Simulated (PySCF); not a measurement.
# Trend along the chalcogens: MAs molecules

PBE with triple-zeta basis sets in PySCF, for the lowest determinant that a PBE0 search found; no spin–orbit coupling. De refers to high-spin ground-configuration atoms. A positive dipole means M(−)As(+).

```csv
M,basis,state (unpaired electrons),Re (Å),ωe (cm⁻¹),De (eV),μ (D)
O,def2-TZVPP,doublet (π ↑),1.643,956,5.53,2.45
S,def2-TZVPP,doublet (π ↑),2.038,562,4.40,1.19
Se,x2c-TZVPPall,doublet (π ↑),2.168,392,3.87,0.73
```

The shortest bond is that of AsO (1.643 Å), the longest that of AsSe (2.168 Å). AsO is bound most strongly (5.53 eV) and AsSe least (3.87 eV).

The rows differ in basis set, which adds steps of its own.

Relativity is treated differently too: O no relativity; S no relativity; Se spin-free X2C.

Down a group bonds as a rule get longer and wavenumbers fall, partly through the reduced mass; this series shows no clear exception.

Spin–orbit coupling is left out. States were picked by a PBE0 search and need not be the measured ground states.
